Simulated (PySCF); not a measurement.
# Computed vibrations of [SmCl3(NH3)]−

[SmCl3(NH3)]− (singlet in the valence; each metal's 4f electrons, 6 of them, lie in its core potential, out of spins and levels). PySCF 2.14.0, RKS PBE0, Sm lcecp-0-SVP with ECP52, Cl def2-SVP, N def2-SVP, H def2-SVP; non-relativistic Hamiltonian with scalar-relativistic core potentials where named; density fitting; no spin-orbit coupling. Central differences of gradients.

```xyz
8

Sm    0.0816   -0.0816    0.0816
Cl    1.2523    2.1203    1.2523
Cl   -2.1203   -1.2523    1.2523
Cl    1.2523   -1.2523   -2.1203
N    -1.4799    1.4799   -1.4799
H    -2.0804    2.0804   -0.9171
H    -0.9171    2.0804   -2.0804
H    -2.0804    0.9171   -2.0804
```

Run from Python with OMP_NUM_THREADS=2. Where DIIS fails, smearing, a level shift and second-order steps follow.
It took 93 s on 2 threads of Arm Neoverse V1, with other jobs on the host.

**Question.** What are the harmonic wavenumbers and infrared intensities?

**Answer.** Modes are labelled in C3v; negative numbers are unstable modes, those under 60 cm⁻¹ near the noise; a finer grid moves soft modes by up to 10 cm⁻¹.
```tsv
cm⁻¹	km/mol	symmetry
35	4.3	e
35	4.3	e
55	38.9	a1
59	9.3	e
59	9.3	e
123	0.0	a2
225	1.7	a1
240	2.6	a1
241	61.2	e
241	61.2	e
423	57.8	e
423	57.8	e
1070	160.1	a1
1627	19.3	e
1627	19.3	e
3514	8.2	a1
3655	23.2	e
3655	23.2	e
```

**Question.** Is this a minimum?

**Answer.** Yes, within the noise of the softest modes. Ideal gas at 298.15 K and 1 bar: S = 468.7 J/(mol K), Cp = 126.1 J/(mol K), H − H(0 K) = 29.6 kJ/mol (rigid rotor, harmonic modes, spin degeneracy alone, that of the 4f electrons in the core included; the modes under 60 cm⁻¹ make these uncertain).

An lcecp potential fixes the number of 4f electrons, so in runs with it no electron can move into or out of that shell.
